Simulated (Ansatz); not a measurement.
Reaction (isomerisation): `OC1C[SiH2][SiH2]1` → `O/C=C/[SiH2][SiH3]`

Gas-phase electronic energies from Ansatz, PBE0-D4/def2-TZVP geometries. CBS: MP2 limit from def2 TZ/QZ plus the TZ coupled-cluster correction, frozen cores. DFT in def2-TZVPP. B3LYP here is the variant with VWN-RPA as its local correlation; programs differ in this. One conformer a species, not always the lowest.

Problem. Is it downhill or uphill in electronic energy at CCSD(T)/CBS, and by how much? (An estimate is asked.)

Solution. Computed: Downhill: ΔE = -0.10 eV.

Problem. What do these levels give: PBE-D4, r2SCAN-D4, PBE0-D4, B3LYP-D4, PBE, r2SCAN, HF/def2-TZVPP, CCSD/def2-TZVPP, CCSD(T)/def2-TZVPP, MP2/def2-QZVPP, SCS-MP2/def2-QZVPP, CCSD/CBS(def2)? (Estimate.)

Solution. The calculation gave: PBE-D4 -0.08, r2SCAN-D4 -0.14, PBE0-D4 -0.02, B3LYP-D4 -0.26, PBE -0.12, r2SCAN -0.14, HF/def2-TZVPP -0.46, CCSD/def2-TZVPP -0.14, CCSD(T)/def2-TZVPP -0.13, MP2/def2-QZVPP -0.03, SCS-MP2/def2-QZVPP -0.13, CCSD/CBS(def2) -0.11 eV.

Largest T1 diagnostic among the species: 0.013.

From PBE to PBE0 (25 % exact exchange), in def2-TZVPP and without D4, ΔE moves by +0.07 eV. The D4 term adds +0.07 eV with B3LYP and +0.03 eV with PBE0; it sums over pairs of atoms, weighted by their polarisabilities, and B3LYP, whose exchange is more repulsive, gets the larger term.
